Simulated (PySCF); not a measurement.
**Arsenic: a sound run and one with changed settings**

Sound run: As(2+) [Ar] 3d10 4s2 4p1, As(3+) [Ar] 3d10 4s2. All numbers are calculated (PySCF 2.14, no relativity, point nucleus, in def2-SVP (5s4p3d, 32 functions)). In the sound run the correlated levels freeze [Ar] 3d10. The sound run starts from symmetry-adapted Hartree-Fock orbitals and uses a fine grid where one is needed.

Changed run: all electrons correlated in a basis built for the valence shell.

```tsv
species	method	sound run (hartree)	changed run (hartree)	converged
As(2+)	MP2	-2232.94196	-2233.09514	yes
As(3+)	MP2	-2231.92681	-2232.07782	yes
```

Ionisation energy of As(2+):

```tsv
method	sound run (eV)	changed run (eV)
UHF	27.463	27.463
MP2	27.624	27.683
SCS-MP2	27.606	27.642
```

A valence basis has no tight correlating functions, so it recovers only part of the core correlation, and not evenly between atom and ion.

For comparison, NIST gives 28.349 ± 0.012 eV between the lowest levels.
